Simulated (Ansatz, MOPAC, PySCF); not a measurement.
Lewis adduct: BH3 (SMILES B) (first 4 atoms) with H2O (SMILES O); geometry from B3LYP-D3(BJ)/def2-TZVP, rigid monomers moved along the line of their centres of mass till B1···O5 is 1.56 Å.
(charge 0, multiplicity 1):
```xyz
7

B      0.211     0.249     0.790
H      0.617    -0.767     0.287
H     -0.853     0.637     0.394
H      1.037     1.091     1.006
O     -0.152    -0.193     2.237
H     -0.806    -0.903     2.193
H      0.638    -0.556     2.660
```

Monomers are frozen at their geometry in the pair; levels with a basis set take the counterpoise correction. Rows marked so take none.

Frozen-core correlation. CBS(a, b) extrapolates the correlation energy as X⁻³ and adds the Hartree–Fock energy of set b. Rows in 3-21G, 6-31G* carry no dispersion term and start afresh at each structure (6-31G* with six Cartesian d functions). MP2/6-31G* freezes PySCF's default core. The state reached by PM6 isn't checked.

Programs: Ansatz (a first-principles code) with Gaussian orbitals; MOPAC for PM6 (differences of heats of formation); PySCF for 3-21G rows, 6-31G* rows, the dispersion terms. Each number belongs to the level named beside it.

| level | interaction energy (meV) |
|---|---|
| PM6 | -1475.1 |
| HF/aug-cc-pVTZ | -477.0 |
| B3LYP/3-21G (no counterpoise) | -1698.0 |
| PBE0-D4/def2-TZVPPD | -985.7 |
| MP2/6-31G* (no counterpoise) | -987.0 |
| MP2/aug-cc-pVDZ | -618.1 |
| MP2/aug-cc-pVTZ | -822.6 |
| CCSD/aug-cc-pVTZ | ? |
| CCSD(T)/CBS(aug-cc-pVDZ, aug-cc-pVTZ) | ? |

Task: What belongs in the gaps?

Result: 
- CCSD/aug-cc-pVTZ, interaction energy (meV): -755.3
- CCSD(T)/CBS(aug-cc-pVDZ, aug-cc-pVTZ), interaction energy (meV): -841.7
